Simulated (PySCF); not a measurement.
Electronic absorption of C9H7NSi

Compound: C9H7NSi.
SMILES: `N#Cc1ccc2c(c1)[SiH2]C=C2`

Method used: TDDFT CAM-B3LYP/def2-SVPD, vertical, gas phase, core orbitals frozen in the response in PySCF. Geometry: PBE0-D3(BJ)/def2-SVP; no solvent, vibrations or thermal averaging.

Problem. Predict the UV-vis stick spectrum at this level.

Solution. 

| state | E (eV) | ν̃ (cm⁻¹) | f | \|μ\| (D) | main configurations (H = HOMO, L = LUMO) |
| --- | --- | --- | --- | --- | --- |
| S1 | 4.39 | 35400 | 0.223 | 3.66 | H→L (88%) |
| S2 | 4.80 | 38750 | 0.032 | 1.32 | H-1→L (53%), H→L+1 (38%) |
| S3 | 5.80 | 46760 | 0.431 | 4.43 | H→L+1 (48%), H-1→L (36%) |
| S4 | 5.81 | 46830 | 0.0032 | 0.38 | H-3→L (90%) |
| S5 | 6.31 | 50860 | 0.313 | 3.62 | H-1→L+1 (53%), H-2→L (26%), H→L+3 (9%) |
| S6 | 6.36 | 51330 | 0.0032 | 0.36 | H-4→L (81%) |
| S7 | 6.54 | 52730 | 0.082 | 1.82 | H-2→L (56%), H→L+3 (30%), H-1→L+1 (9%) |
| S8 | 6.62 | 53430 | 0.0004 | 0.13 | H→L+2 (89%) |
| S9 | 6.67 | 53830 | 0.0050 | 0.44 | H-5→L (42%), H-3→L+1 (32%) |
| S10 | 6.75 | 54420 | 0.322 | 3.55 | H→L+3 (45%), H-1→L+1 (28%) |

Triplets (Tamm–Dancoff): T1 2.90 eV, H→L (87%); T2 4.16 eV, H-1→L (37%), H-1→L+1 (21%), H-2→L (16%); T3 4.26 eV, H→L+1 (41%), H-1→L (29%), H-2→L (13%); T4 4.56 eV, H-1→L+1 (27%), H→L+1 (20%), H→L+3 (19%).

The lowest singlet lies at 4.39 eV (282 nm, ultraviolet) and is strong; its leading configuration is HOMO→LUMO (88%). The strongest level in the table is S3 at 5.80 eV (214 nm, f = 0.431). S3/S4 lie within about 0.01 eV of each other. Löwdin shares by element: HOMO carbon 58% or more (atoms not listed hold the other 42%); LUMO carbon 50% or more (atoms not listed hold the other 50%). Orbital energies (eV): HOMO-3 -10.53, HOMO-2 -10.31, HOMO-1 -9.29, HOMO -8.29, LUMO -1.23, LUMO+1 -0.14, LUMO+2 0.93. Weighted by f, the mean energy of these states is 5.93 eV. The oscillator strengths of these states sum to 1.415; summed over the whole spectrum of an exact calculation they would give the number of electrons, 82 (Thomas–Reiche–Kuhn). The window holds the lowest 10 singlets.
